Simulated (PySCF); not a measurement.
# How methods differ on the ionisation energy of Sb³⁵⁺

Sb³⁵⁺ [Ne] 3s2 3p4 (3P) → Sb³⁶⁺ [Ne] 3s2 3p3 (4S), as a difference of total energies. All numbers are calculated (PySCF 2.14, scalar relativity by spin-free X2C-1e, in an even-tempered Gaussian basis (18 s from 5.3 bohr⁻², ratio 2.5; 12 p from 6.9 bohr⁻², ratio 2.5; 5 d from 32 bohr⁻², ratio 2.7; 4 f from 47 bohr⁻², ratio 2.7)). Correlated levels: outer shells: 1s2 frozen; virtual orbitals above 40 to 60 times the deepest correlated orbital energy dropped. The calculations carry no spin-orbit coupling.

```tsv
method	ionisation energy (eV)
UHF	2358.0
LDA	2360.7
PBE	2361.3
PBE0	2360.9
r2SCAN	2360.7
PBEsol	2360.5
M06-2X	2361.4
MP2 (outer shells)	2359.0
SCS-MP2 (outer shells)	2359.0
```

Spin-orbit coupling is strong in these open shells (close to jj coupling). The scalar numbers leave it out and a first-order estimate fails, so it can dominate the gap to the real levels.

Breit and QED terms and the two-electron picture change are absent.

For comparison: 2349 ± 5 eV (theoretical estimate listed by NIST; NIST Atomic Spectra Database, ionization energies).
